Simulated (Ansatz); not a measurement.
The same hydrogenolysis along the group B, Al, Ga, In.

Computed with Ansatz on PBE0-D4/def2-TZVP structures; ΔE is electronic, products minus reactants. CCSD(T)/CBS is the MP2 limit (def2-TZVPP, def2-QZVPP) plus CCSD(T) − MP2 in def2-TZVPP, frozen cores. This one scheme is used for every species. Elements past krypton have def2 core potentials. For Ga, Ge, In outer-core shells are correlated without core-valence functions, which leaves a few kJ/mol of doubt a bond. Scalar relativity is left out up to krypton.

Q: Order these by ΔE at CCSD(T)/CBS, lowest first. (Best estimate.)
A. `[F][GeH2][GaH2]` + H₂ → `[F][GeH3]` + `[GaH3]`
B. `[F][GeH2][AlH2]` + H₂ → `[F][GeH3]` + `[AlH3]`
C. `[F][GeH2][InH2]` + H₂ → `[F][GeH3]` + `[InH3]`
D. `[BH2][GeH2][F]` + H₂ → `[F][GeH3]` + BH₃

A: D (-0.23 eV), B (+0.06 eV), A (+0.18 eV), C (+0.34 eV).

Largest T1 diagnostic: 0.014, for `[InH3]`.
